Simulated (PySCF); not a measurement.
Zn(I)(OH) (HIOZn), SMILES [I][Zn][OH].

Coordinates come from a B3LYP-D3(BJ)/def2-TZVP optimisation. The def2 effective core potentials stand for the cores of I; spin–orbit coupling is left out. One conformer was computed; it need not be the lowest.

Level of theory: C-PCM-ωB97X/def2-SVP in PySCF.

The values are the electrostatic part of the solvation free energy, E(continuum) − E(gas) at the gas-phase geometry, in a cavity of scaled van der Waals radii (PySCF's table); cavitation and dispersion terms are not included. A continuum can't describe solvent molecules that bind to the metal. In vacuum the orbital gap is 10.44 eV. The dipole moment in vacuum is 1.62 D.

| solvent | ε | ΔG(elec) (kcal/mol) | dipole (D) | gap (eV) |
|---|---|---|---|---|
| water | 78.36 | -19.0 | 2.43 | 11.08 |
| chloroform | 4.71 | ___ | ___ | ___ |
| diethylether | 4.24 | -14.0 | 2.18 | 10.90 |

### Question
Fill in the missing entries. (An estimate is asked for; the answer gives what the named calculation found.)

### Answer

- chloroform, ΔG(elec) (kcal/mol): -14.5
- chloroform, dipole (D): 2.20
- chloroform, gap (eV): 10.92
